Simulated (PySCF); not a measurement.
VO₂⁺: from structure and modes to constants

All numbers come from PySCF, PBE0, basis V def2-TZVP, O def2-TZVP (no relativity, density fitting).

The singlet minimum has C2v symmetry. Masses (u): V 50.94396, O 15.99492.

```xyz
3
charge 1 multiplicity 1, angstrom
V     0.3567    0.0000    0.0000
O    -0.5683    0.0000    1.2243
O    -0.5683    0.0000   -1.2243
```

Harmonic wavenumbers (cm⁻¹): 467.6 (a1, ×1), 1143.7 (b2, ×1), 1187.4 (a1, ×1).

Find the principal moments of inertia and the rotational constants. What kind of rotor is it?

About the centre of mass I = 16.812, 47.951, 64.763 u Å². With B = 16.8576/I this gives 1.003, 0.3516, 0.2603 cm⁻¹. The molecule is an asymmetric top with κ = -0.75.

What is the harmonic zero-point energy?

Half the sum of all 3 wavenumbers, 2799/2 = 1399 cm⁻¹, which is 16.7 kJ/mol (1 cm⁻¹ = 0.0119627 kJ/mol).

Give the standard entropy (298.15 K, 1 bar) by its translational, rotational, vibrational and spin parts, and Cp.

Sackur–Tetrode with M = 82.93 u gives 164.0; rotation with symmetry number 2 gives 87.9; vibration 3.5; spin R ln 1 = 0.0. The total is 255.4 J/(mol K), and Cp = 4 R + 7.4 = 40.7 J/(mol K).

Only a few start shapes were tried, so a lower isomer may exist.
